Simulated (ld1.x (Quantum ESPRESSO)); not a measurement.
# Before and after: TM potential for Si (Z = 14)

Si, norm-conserving Troullier–Martins (Kleinman–Bylander form), made with ld1.x (Quantum ESPRESSO) 7.5 (PBE, non-relativistic). Core [Ne], reference 3s2 3p2. Waves: 3p (bound): rc 1.40 bohr; 3s (bound): rc 1.70 bohr. Local part: the s channel. Core correction: none.

All-electron outer shells of the reference configuration (PBE, non-relativistic, ld1.x):

```json
{"shell": "2p", "level (eV)": "-95.59", "outermost node (bohr)": "–", "outermost maximum (bohr)": "0.39"}
{"shell": "3s", "level (eV)": "-10.77", "outermost node (bohr)": "0.72", "outermost maximum (bohr)": "1.80"}
{"shell": "3p", "level (eV)": "-4.09", "outermost node (bohr)": "0.72", "outermost maximum (bohr)": "2.17"}
```

Change: all radii scaled by about 0.75 (s 1.28, p 1.04 bohr).

Cutoffs: the cutoffs (Ry, on a coarse ladder) from which the occupation-weighted sum of valence levels, in a spherical-Bessel basis at the reference potential, stays within 10 and 1 mRy of its value at 400 Ry; they do not see the model core or the augmentation charge, which bear on the density cutoff. Errors are all-electron minus pseudo energies relative to the spin-unpolarised reference configuration.

**Question.** How do hardness, ghosts and transferability respond?

**Answer.** The potential gets harder (45 Ry and 60 Ry → 260 Ry and 300 Ry); of the 7 tests that both files solve, the error grows in 6 and shrinks in 0 by more than 15 % and 0.3 meV (median size 4.8 → 17.9 meV); neither file shows a bound ghost. A smaller radius makes the pseudo-wave follow the all-electron one further in, where it bends more sharply, so more plane waves are needed. That the errors move this way runs against the usual rule that smaller radii transfer better.

```tsv
quantity	base	changed
cutoff, loose	45 Ry	260 Ry
cutoff, tight	60 Ry	300 Ry
loose cutoff by channel (10 mRy a level)	p 35 Ry, s 12 Ry	p 230 Ry, s 40 Ry
bound ghosts	none	none
error for 3s2 3p1, meV [ΔE 7.75 eV]	+0.6	+4.2
error for 3s2 3p0, meV [ΔE 23.76 eV]	+4.8	+31
error for 3s1 3p0, meV [ΔE 57.66 eV]	+67	+78
error for 3s1 3p3, meV [ΔE 6.76 eV]	+8.8	+18
error for 3s2 3p1.5, meV [ΔE 2.93 eV]	+0.2	+0.8
error for 3s2 3p2.3, meV [ΔE -0.93 eV]	0.0	+0.2
error for 3s1 3p2, meV [ΔE 15.12 eV]	+15	+28
```
